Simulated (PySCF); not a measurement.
C6H14N, doublet, geometry from GFN2-xTB. Base run: PBE/STO-3G run with PySCF.

The PySCF input:
```python
from pyscf import gto, scf, dft

mol = gto.Mole()
mol.atom = '''
    C    -0.78444055    2.31390624   -0.21213019
    C    -0.92158376    0.94288145   -0.72618139
    N    -0.04394399    0.01269195   -0.03996213
    C    -0.37217413   -1.37418904   -0.32035186
    C    -1.54199866   -1.85935503    0.53025707
    C     1.36117018    0.32312723   -0.25379544
    C     2.21178958   -0.09019059    0.94202307
    H    -1.05819233    3.15268870   -0.82042225
    H    -0.49978019    2.47238166    0.80799615
    H    -0.76276961    0.92885085   -1.82472144
    H    -1.95320338    0.58673815   -0.56728675
    H    -0.59962097   -1.52657484   -1.39133346
    H     0.50113629   -1.98333989   -0.08050316
    H    -2.46403595   -1.34597804    0.26894386
    H    -1.69149959   -2.92621058    0.38228199
    H    -1.33130743   -1.67312532    1.57960319
    H     1.74752037   -0.15271108   -1.17231933
    H     1.43569776    1.40702297   -0.38063349
    H     3.24141303    0.22568209    0.79252063
    H     1.82551531    0.37660703    1.84369834
    H     2.20015840   -1.16795700    1.08298302
'''
mol.basis = 'sto-3g'
mol.spin = 1
mol.verbose = 4
mol.build()

mf = dft.UKS(mol)
mf.xc = 'pbe'
mf.kernel()
mf.analyze()
```

The base run was repeated with changes; each row names its change, and settings that it needs were set with it.

```tsv
change	ΔE vs base (mEh)	fitting functions	dipole (D)
base	0.000	-	0.77
auxbasis = def2-svp-ri	-17.440	532	0.77
auxbasis = autoaux	-13.655	560	0.77
auxbasis = cc-pvtz-ri	-2.150	987	0.77
auxbasis = cc-pvqz-jkfit	-0.208	1456	0.77
auxbasis = cc-pvtz-jkfit	-0.322	973	0.77
auxbasis = def2-universal-jfit	-3.262	497	0.77
auxbasis = even-tempered beta=3.0	-25.746	273	0.77
auxbasis = def2-tzvp-ri	-1.863	742	0.77
auxbasis = even-tempered beta=2.0	-13.688	420	0.77
```

A fitting set is made for a task (jfit for Coulomb, jkfit for Coulomb and exchange, ri for correlation) and for a family of orbital bases.

Open shells are given as the SCF converged; they aren't shown to be the lowest states, and a large step between rows can be another state.
